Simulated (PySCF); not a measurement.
NMR data simulated for an unnamed compound:

1H NMR (400 MHz, computed): δ 5.17 (q, 2H), 4.64 (s, 2H), 3.32 (t, 3H), 2.47 (s, 6H).

13C{1H} NMR (computed): δ 38.0 (CH3).

One conformer, gas phase, non-relativistic Hamiltonian, equivalent nuclei averaged. PBE0-D3(BJ)/def2-SVP geometry; σ from GIAO-B97-2/pcSseg-1; PySCF 2.14.0 with density-fitted response routines.

Shifts are taken against calculated references (same method and geometry level): TMS for 1H (31.38 ppm), 13C (183.69 ppm).

Which of these does the molecule contain: a Si–H bond, a three-membered ring, an S-methyl group, an ester, an N-methyl group?

Results:


- A Si–H bond: yes (δH 4.64 (s)).
- A three-membered ring: no.
- An S-methyl group: no.
- An ester: no.
- An N-methyl group: yes (δC 38.0; δH 2.47 (s)).

The data belong to SMILES CN(C)[SiH2]O[SiH2][SiH3], C$_{2}$H$_{13}$NOSi$_{3}$; they needn't prove each group on their own.

Carbon signals by region: 1 below 50 ppm.

Shifts are as computed. Against solution values, carbons near 30 ppm lie about +1 ppm off and those near 130 ppm about +2 ppm. Of 1309 compounds with measured shifts, 239 miss one by over three times the rms of a fit or turn the order of signals round; such compounds aren't used in these exercises. No couplings were computed; multiplicities are counted from neighbouring protons, with m where these are inequivalent, close in shift, in a saturated or five-membered ring or joined by F or P, and br s for small geminal =CH2 splittings.
